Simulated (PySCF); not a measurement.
Harmonic spectrum computed at PBE0 in the def2-SVP basis family (core potentials from Rb on, PySCF, no spin–orbit coupling):

| symmetry | ω (cm⁻¹) | IR (km/mol) |
| --- | --- | --- |
| b1 | 161 | 5.6 |
| b2 | 180 | 0.0 |
| a1 | 181 | 3.5 |
| a1 | 572 | 11.1 |
| a1 | 658 | 84.8 |
| b2 | 714 | 135 |

Q: Which molecule gave it? In each, all ligands are bound to the one heavy central atom.
A. PtSF₂ (triplet)
B. IrSF₂ (quartet)
C. RuSF₂ (triplet)
D. ZrSF₂ (singlet)

A: C. It has C2v symmetry with Ru–F 1.820 Å (×2), Ru–S 2.037 Å.
